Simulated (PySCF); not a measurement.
H₃AlOS₂, SMILES [OH][Al]([SH])[SH], singlet, CAM-B3LYP/def2-SVP optimised geometry.

```
7

Al    -0.27     0.45     0.00
O     -1.04     1.95     0.00
H     -1.97     2.19     0.00
S      1.90     0.45     0.00
H      1.97     1.80     0.00
S     -1.39    -1.41     0.00
H     -0.29    -2.19     0.00
```

Density from CAM-B3LYP/def2-TZVP (PySCF) at that geometry.

Minimum of the electron density along straight lines between bonded atoms, close to the bond critical point (lines longer than 1.1 times the sum of covalent radii, or with two minima, are not listed):

| bond | length / Å | ρ at the minimum / e bohr⁻³ | ∇²ρ there / e bohr⁻⁵ | position (fraction from the first atom) |
|---|---|---|---|---|
| Al1–O2 | 1.688 | 0.111 | … | 0.43 |
| O2–H3 | 0.958 | … | … | 0.81 |
| Al1–S4 | 2.172 | 0.076 | 0.21 | 0.37 |
| S4–H5 | 1.350 | 0.210 | -0.59 | 0.64 |
| Al1–S6 | 2.177 | 0.075 | 0.20 | 0.37 |
| S6–H7 | 1.350 | 0.210 | -0.59 | 0.64 |

Task: Complete the blanks.

Result: 
- Al1–O2, ∇²ρ there / e bohr⁻⁵: 0.80
- O2–H3, ρ at the minimum / e bohr⁻³: 0.354
- O2–H3, ∇²ρ there / e bohr⁻⁵: -2.43
